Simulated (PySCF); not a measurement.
C6H8.

```xyz
14

C      0.0628    -1.4225     0.1100
C      0.1105    -0.7289     1.2579
C     -0.1105     0.7289     1.2579
C     -0.0628     1.4225     0.1100
C      0.2524     0.7234    -1.1918
C     -0.2524    -0.7234    -1.1918
H      0.1939    -2.5098     0.1106
H      0.2934    -1.2357     2.2105
H     -0.2934     1.2357     2.2105
H     -0.1939     2.5098     0.1106
H      1.3517     0.7333    -1.3319
H     -0.1710     1.2753    -2.0455
H      0.1710    -1.2753    -2.0455
H     -1.3517    -0.7333    -1.3319
```

The structure is a stationary point at ωB97X-D3(BJ)/def2-SVP. Other conformers were not sampled.

Method: KT2/pcSseg-1 (PySCF). Non-relativistic, no solvent.

**Question.** Give the absolute GIAO shielding of each atom: isotropic value and principal components (ppm). (An estimate is asked for; the answer gives what the named calculation found.)

**Answer.** 
```tsv
atom	σ(iso)	σ11	σ22	σ33	span
C1	58.8	-34.3	58.6	152.2	186.5
C2	58.9	-47.1	66.8	157.1	204.1
C3	58.9	-47.1	66.8	157.1	204.1
C4	58.8	-34.3	58.6	152.2	186.5
C5	156.9	143.3	159.7	167.7	24.4
C6	156.9	143.3	159.7	167.7	24.4
H7	25.4	23.6	25.9	26.7	3.1
H8	25.3	23.9	24.4	27.6	3.7
H9	25.3	23.9	24.4	27.6	3.7
H10	25.4	23.6	25.9	26.7	3.1
H11	28.8	24.6	27.4	34.4	9.8
H12	29.2	25.5	27.7	34.3	8.8
H13	29.2	25.5	27.7	34.3	8.8
H14	28.8	24.6	27.4	34.4	9.8
```
